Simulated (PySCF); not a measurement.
These compounds are isomers of formula C4H2F2O2.

A. `InChI=1S/C4H2F2O2/c5-2-1-8-4(7)3(2)6/h1H2`
B. SMILES O=c1cc1OC(F)F
C. SMILES C1=C(F)OC=C(F)O1

Spectrum 1. 1H NMR (300 MHz, computed): δ 7.14 (t, J = 74.8 Hz, 1H), 6.62 (s, 1H). 13C{1H} NMR (computed): δ 170.3 (C, t, J = 1.7 Hz), 142.7 (C), 127.5 (CH, t, J = 330.3 Hz), 125.4 (CH).

Spectrum 2. 1H NMR (300 MHz, computed): δ 6.07 (m, 2H). 13C{1H} NMR (computed): δ 166.3 (C), 114.1 (CH).

Spectrum 3. 1H NMR (300 MHz, computed): δ 4.90 (m, 2H). 13C{1H} NMR (computed): δ 166.6 (C), 166.0 (C), 140.1 (C), 64.7 (CH2).

- σ from GIAO-PBE0/pcSseg-1
- J: B3LYP/pcJ-1 (spin–dipole term left out of most H,H and C,H couplings)
- coordinates at the GFN2-xTB level
- run in PySCF 2.14.0 with density-fitted response routines
- no solvent model, fast rotation and ring inversion assumed for equivalent nuclei, one conformer, no relativistic terms

Shifts are taken against calculated references (same method and geometry level): TMS for 1H, 13C. Multiplet labels drop J under 1 Hz and among equivalent protons, and merge close values. Unscaled 3J(H,H) run several per cent high. Splittings of carbon signals by F and P are missing where no couplings were computed. Where no couplings were computed, multiplicities follow the n + 1 count of equivalent neighbours, and m marks all less simple cases (inequivalent or close neighbours, rings, F or P nearby). One-bond C–F couplings are unscaled and too large by tens of Hz. Shifts are as computed. Against solution values, carbons near 30 ppm lie about +3 ppm off and those near 130 ppm about +5 ppm. Of 1211 compounds with measured shifts, 218 miss one by over three times the rms of a fit or turn the order of signals round; such compounds aren't used in these exercises.

Question: Which spectrum belongs to which compound?

Answer: 1–B, 2–C, 3–A.

- Spectrum 1 (B): 4 13C signals; δC 127.5 is an sp3 CH bonded to 2 F and O; δH 7.14 is the hydrogen on an sp3 CH bonded to 2 F and O.
- Spectrum 2 (C): 2 13C signals; δC 166.3 is an alkene carbon bearing oxygen; δC 114.1 is an alkene carbon bearing oxygen.
- Spectrum 3 (A): 4 13C signals; δC 166.6 is a β carbon of a C=C–C=O unit; δC 166.0 is an ester carbonyl carbon.
